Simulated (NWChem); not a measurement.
Program: NWChem. System: H2GeO2, charge 0, spin multiplicity 1, at a geometry optimised with PBE/def2-SVP. The structure started from a generated list of species. Level: CCSD(T)/6-31G* (spherical d), 11 core orbitals frozen.

Job file:

```
start mol
memory heap 100 mb stack 700 mb global 1900 mb
geometry units angstroms nocenter noautoz
  Ge     0.000000     0.000000     0.428624
  O     -1.318463     0.000000    -0.811343
  H     -2.188313     0.000000    -0.367232
  O      1.318463     0.000000    -0.811343
  H      2.188313     0.000000    -0.367232
  symmetry group C2v
end
basis spherical
  * library 6-31g*
end
scf
  rhf
  nopen 0
  maxiter 100
  thresh 1e-7
  semidirect memsize 60000000 filesize 0
end
tce
  freeze core 11
  ccsd(t)
  2eorb
  2emet 13
  thresh 1e-6
  maxiter 100
  tilesize 24
end
task tce energy
```

Output (cleaned and shortened):

```
             Northwest Computational Chemistry Package (NWChem) 7.3.0
             --------------------------------------------------------

                                NWChem Input Module
                                -------------------

 Scaling coordinates for geometry "geometry" by  1.889725989
 (inverse scale =  0.529177249)

 Turning off AUTOSYM since
 SYMMETRY directive was detected!

                             Geometry "geometry" -> ""
                             -------------------------

 Output coordinates in angstroms (scale by  1.889725989 to convert to a.u.)

  No.       Tag          Charge          X              Y              Z
 ---- ---------------- ---------- -------------- -------------- --------------
    1 Ge                  32.0000     0.00000000     0.00000000     0.42862400
    2 O                    8.0000    -1.31846300     0.00000000    -0.81134300
    3 H                    1.0000    -2.18831300     0.00000000    -0.36723200
    4 O                    8.0000     1.31846300     0.00000000    -0.81134300
    5 H                    1.0000     2.18831300     0.00000000    -0.36723200

 Effective nuclear repulsion energy (a.u.)     188.2686159275

            Nuclear Dipole moment (a.u.)
            ----------------------------
        X                 Y               Z
 ---------------- ---------------- ----------------
    -0.0000000000     0.0000000000     0.0000302356

      Symmetry information
      --------------------

 Group name             C2v
 Group number             16
 Group order               4
 No. of unique centers     3

      Symmetry unique atoms

     1    2    3


 Summary of "ao basis" -> "" (spherical)
 ------------------------------------------------------------------------------
       Tag                 Description            Shells   Functions and Types
 ---------------- ------------------------------  ------  ---------------------
 *                           6-31g*                   on all atoms

 Summary of "ao basis" -> "ao basis" (spherical)
 ------------------------------------------------------------------------------
       Tag                 Description            Shells   Functions and Types
 ---------------- ------------------------------  ------  ---------------------
 Ge                          6-31g*                 12       32   5s4p3d
 O                           6-31g*                  6       14   3s2p1d
 H                           6-31g*                  2        2   2s

                                 NWChem SCF Module
                                 -----------------

  ao basis        = "ao basis"
  functions       =    64
  atoms           =     5
  closed shells   =    25
  open shells     =     0
  charge          =   0.00
  wavefunction    = RHF
  use symmetry    = T
  symmetry adapt  = T

 Summary of "ao basis" -> "ao basis" (spherical)
 ------------------------------------------------------------------------------
       Tag                 Description            Shells   Functions and Types
 ---------------- ------------------------------  ------  ---------------------
 Ge                          6-31g*                 12       32   5s4p3d
 O                           6-31g*                  6       14   3s2p1d
 H                           6-31g*                  2        2   2s

      Symmetry analysis of basis
      --------------------------

        a1         27
        a2          7
        b1         19
        b2         11

 Forming initial guess at       0.0s

      Superposition of Atomic Density Guess
      -------------------------------------

 Sum of atomic energies:       -2225.52660601

      Non-variational initial energy
      ------------------------------

 Total energy =   -2225.906071
 1-e energy   =   -3476.287686
 2-e energy   =    1062.112999
 HOMO         =      -0.298857
 LUMO         =      -0.027613

      Symmetry analysis of molecular orbitals - initial
      -------------------------------------------------

  Numbering of irreducible representations:

     1 a1          2 a2          3 b1          4 b2

  Orbital symmetries:

     1 a1          2 a1          3 b1          4 a1          5 b2
     6 a1          7 b1          8 a1          9 b1         10 a1
    11 b2         12 b1         13 a1         14 a1         15 a2
    16 b2         17 a1         18 b1         19 a1         20 b1
    21 a1         22 b1         23 b2         24 a2         25 a1
    26 b2         27 b1         28 a1         29 a1         30 b1
    31 a1         32 b2         33 a1         34 b1         35 a1

 Starting SCF solution at       0.4s

 ----------------------------------------------
         Quadratically convergent ROHF

 Convergence threshold     :          1.000E-07
 Maximum no. of iterations :          100
 Final Fock-matrix accuracy:          1.000E-09
 ----------------------------------------------

              iter       energy          gnorm     gmax       time
             ----- ------------------- --------- --------- --------
                 1    -2225.8775399492  1.39D+00  3.38D-01      0.4
                 2    -2225.9801704245  2.86D-01  8.20D-02      0.4
                 3    -2225.9887245462  8.42D-03  2.40D-03      0.5
                 4    -2225.9887364592  3.68D-05  8.09D-06      0.5
                 5    -2225.9887364593  3.49D-09  9.27D-10      0.5

       Final RHF  results
       ------------------

         Total SCF energy =  -2225.988736459312
      One-electron energy =  -3478.353516338174
      Two-electron energy =   1064.096163951381
 Nuclear repulsion energy =    188.268615927481
[...]
     1 a1          2 a1          3 b2          4 b1          5 a1
     6 b1          7 a1          8 a1          9 b2         10 b1
    11 a1         12 a1         13 b1         14 a2         15 b2
    16 a1         17 a1         18 b1         19 a1         20 b1
    21 a1         22 b1         23 b2         24 a2         25 a1
    26 b2         27 b1         28 a1         29 a1         30 a1
    31 b1         32 b2         33 b1         34 a1         35 a2

             Final eigenvalues
             -----------------

              1
    1 -405.2772
    2  -52.2098
    3  -46.3004
    4  -46.2989
    5  -46.2984
    6  -20.5558
    7  -20.5558
    8   -7.2370
    9   -5.2121
   10   -5.2084
   11   -5.2049
   12   -1.6668
   13   -1.6643
   14   -1.6635
   15   -1.6593
   16   -1.6544
   17   -1.3139
   18   -1.2887
   19   -0.7219
   20   -0.6106
   21   -0.5925
   22   -0.5297
   23   -0.5107
   24   -0.4752
   25   -0.3703
   26    0.0494
   27    0.1064
   28    0.1745
   29    0.2198
   30    0.3013
   31    0.3047
   32    0.3115
   33    0.4197
   34    0.4424
   35    0.6788

                       ROHF Final Molecular Orbital Analysis
                       -------------------------------------

 Vector   23  Occ=2.000000D+00  E=-5.106831D-01  Symmetry=b2
              MO Center= -1.5D-14, -2.8D-15, -7.0D-01, r^2= 2.4D+00
   Bfn.  Coefficient  Atom+Function         Bfn.  Coefficient  Atom+Function
  ----- ------------  ---------------      ----- ------------  ---------------
    36      0.411295  2 O  py                52      0.411295  4 O  py
    40      0.324033  2 O  py                56      0.324033  4 O  py
    12      0.176373  1 Ge py

 Vector   24  Occ=2.000000D+00  E=-4.752152D-01  Symmetry=a2
              MO Center= -6.3D-15, -5.5D-16, -7.7D-01, r^2= 2.4D+00
   Bfn.  Coefficient  Atom+Function         Bfn.  Coefficient  Atom+Function
  ----- ------------  ---------------      ----- ------------  ---------------
    36      0.440802  2 O  py                52     -0.440802  4 O  py
    40      0.364899  2 O  py                56     -0.364899  4 O  py

 Vector   25  Occ=2.000000D+00  E=-3.702608D-01  Symmetry=a1
              MO Center=  2.5D-15,  1.7D-15,  5.1D-01, r^2= 2.7D+00
   Bfn.  Coefficient  Atom+Function         Bfn.  Coefficient  Atom+Function
  ----- ------------  ---------------      ----- ------------  ---------------
    10      0.490107  1 Ge s                 13     -0.417015  1 Ge pz
    14     -0.348254  1 Ge s                 37      0.255566  2 O  pz
    53      0.255566  4 O  pz                41      0.223387  2 O  pz
    57      0.223387  4 O  pz                 6     -0.212206  1 Ge s
     9      0.168621  1 Ge pz

 Vector   26  Occ=0.000000D+00  E= 4.937635D-02  Symmetry=b2
              MO Center= -1.1D-13,  2.9D-14,  4.7D-01, r^2= 3.7D+00
   Bfn.  Coefficient  Atom+Function         Bfn.  Coefficient  Atom+Function
  ----- ------------  ---------------      ----- ------------  ---------------
    16      0.671948  1 Ge py                12      0.476783  1 Ge py
    40     -0.220616  2 O  py                56     -0.220616  4 O  py
     8     -0.193527  1 Ge py                36     -0.169474  2 O  py
    52     -0.169474  4 O  py

 Vector   27  Occ=0.000000D+00  E= 1.063700D-01  Symmetry=b1
              MO Center=  4.9D-14, -5.4D-15,  7.4D-01, r^2= 5.3D+00
   Bfn.  Coefficient  Atom+Function         Bfn.  Coefficient  Atom+Function
  ----- ------------  ---------------      ----- ------------  ---------------
    15      1.129724  1 Ge px                38      0.357285  2 O  s
    54     -0.357285  4 O  s                 11      0.188723  1 Ge px
    41      0.171162  2 O  pz                57     -0.171162  4 O  pz

 Vector   28  Occ=0.000000D+00  E= 1.745311D-01  Symmetry=a1
              MO Center=  2.5D-14, -5.4D-16,  5.5D-02, r^2= 5.8D+00
   Bfn.  Coefficient  Atom+Function         Bfn.  Coefficient  Atom+Function
  ----- ------------  ---------------      ----- ------------  ---------------
    17      1.062390  1 Ge pz                38      0.622407  2 O  s
    54      0.622407  4 O  s                 14     -0.412587  1 Ge s
    48     -0.252066  3 H  s                 64     -0.252066  5 H  s
    10      0.227552  1 Ge s

 center of mass
 --------------
 x =  -0.00000000 y =   0.00000000 z =   0.08736712

 moments of inertia (a.u.)
 ------------------
         123.845007552478           0.000000000000          -0.000000000000
           0.000000000000         356.898751175853           0.000000000000
          -0.000000000000           0.000000000000         233.053743623374

  Mulliken analysis of the total density
  --------------------------------------

    Atom       Charge   Shell Charges
 -----------   ------   -------------------------------------------------------
    1 Ge  32    31.18   2.00  2.00  6.00  2.00  5.99  1.35  1.11  0.41  0.15  6.91  2.96  0.29
    2 O    8     8.87   2.00  0.89  2.84  1.00  2.11  0.02
    3 H    1     0.55   0.45  0.09
    4 O    8     8.87   2.00  0.89  2.84  1.00  2.11  0.02
    5 H    1     0.55   0.45  0.09

       Multipole analysis of the density wrt the origin
       ------------------------------------------------

     L   x y z        total         open         nuclear
     -   - - -        -----         ----         -------
     0   0 0 0     -0.000000      0.000000     50.000000

     1   1 0 0     -0.000000      0.000000     -0.000000
     1   0 1 0     -0.000000      0.000000      0.000000
     1   0 0 1      1.302682      0.000000      0.000030

     2   2 0 0    -15.766667      0.000000    133.525460
     2   1 1 0     -0.000000      0.000000      0.000000
     2   1 0 1     -0.000000      0.000000      0.000000
     2   0 2 0    -20.111478      0.000000      0.000000
     2   0 1 1     -0.000000      0.000000      0.000000
     2   0 0 2    -25.937868      0.000000     59.569464

                   NWChem Extensible Many-Electron Theory Module
                   ---------------------------------------------


            General Information
            -------------------
      Number of processors :     1
         Wavefunction type : Restricted Hartree-Fock
          No. of electrons :    50
           Alpha electrons :    25
            Beta electrons :    25
           No. of orbitals :   128
            Alpha orbitals :    64
             Beta orbitals :    64
        Alpha frozen cores :    11
         Beta frozen cores :    11
     Alpha frozen virtuals :     0
      Beta frozen virtuals :     0
         Spin multiplicity : singlet
    Number of AO functions :    64
       Number of AO shells :    28
        Use of symmetry is : on
      Symmetry adaption is : on
         Schwarz screening : 0.10D-09

          Correlation Information
          -----------------------
          Calculation type : Coupled-cluster singles & doubles w/ perturbation
   Perturbative correction : (T)
            Max iterations :      100
        Residual threshold : 0.10D-05
     T(0) DIIS level shift : 0.00D+00
     L(0) DIIS level shift : 0.00D+00
     T(1) DIIS level shift : 0.00D+00
     L(1) DIIS level shift : 0.00D+00
     T(R) DIIS level shift : 0.00D+00
     T(I) DIIS level shift : 0.00D+00
   CC-T/L Amplitude update :  5-th order DIIS
                I/O scheme : Global Array Library
        L-threshold :  0.10D-05
        EOM-threshold :  0.10D-05
 no EOMCCSD initial starts read in
 TCE RESTART OPTIONS
 SLICE:      F
 D4D5:       F
 quantumc:   F
 qrotation:  F
 pwtce:      F
 qducc:      F
 nacto:                         0
 nrotv:                         0
 nrot:                          0

            Memory Information
            ------------------
          Available GA space size is     249032704 doubles
          Available MA space size is     104853708 doubles

 Maximum block size supplied by input
 Maximum block size        24 doubles

 tile_dim =     15

 -------------------------------------------------

 Global array virtual files algorithm will be used

 Parallel file system coherency ......... OK

 4-electron integrals stored in orbital form

 v2    file size   =           470599
 4-index algorithm nr.  13 is used
 imaxsize =       30
 imaxsize ichop =        0


CCSD iterations
 ---------------------------------------------------------
 Iter          Residuum       Correlation     Cpu    Wall
 ---------------------------------------------------------
    1   0.1969150555112  -0.6077760212612     0.2     0.2
    2   0.0504882749652  -0.5941910146643     0.2     0.2
    3   0.0177256018778  -0.6061149934116     0.2     0.2
    4   0.0084342680860  -0.6069811188049     0.2     0.2
    5   0.0034420005852  -0.6082937137796     0.2     0.2
    6   0.0012634834607  -0.6087919996784     0.2     0.2
    7   0.0008819739966  -0.6087695770608     0.2     0.2
    8   0.0003495160234  -0.6088118532755     0.2     0.2
    9   0.0002983443491  -0.6088047345172     0.2     0.2
   10   0.0001312053483  -0.6088241414626     0.2     0.2
   11   0.0000293278402  -0.6088352186411     0.2     0.2
   12   0.0000138455898  -0.6088331344959     0.2     0.2
   13   0.0000075881645  -0.6088337234000     0.2     0.2
   14   0.0000047722470  -0.6088334711822     0.2     0.2
   15   0.0000027758422  -0.6088335469480     0.2     0.2
   16   0.0000006624809  -0.6088334567312     0.2     0.2
 -----------------------------------------------------------------
 Iterations converged
 CCSD correlation energy / hartree =        -0.608833456731180
 CCSD total energy / hartree       =     -2226.597569916043085

 Singles contributions

 Doubles contributions
 CCSD(T)
 Using plain CCSD(T) code
             total no. of tasks          500
 total no. of tasks / no. procs          500
                         wl_min         1000           3.2
                         wl_max       729000           9.5
        thresh for no. of tasks          500

 CCSD[T]  correction energy / hartree =        -0.015757864700832
 CCSD[T] correlation energy / hartree =        -0.624591321432012
 CCSD[T] total energy / hartree       =     -2226.613327780743930
 CCSD(T)  correction energy / hartree =        -0.013538058265494
 CCSD(T) correlation energy / hartree =        -0.622371514996674
 CCSD(T) total energy / hartree       =     -2226.611107974308652

 Task  times  cpu:        7.4s     wall:        7.4s

 Total times  cpu:        7.4s     wall:        7.4s
```
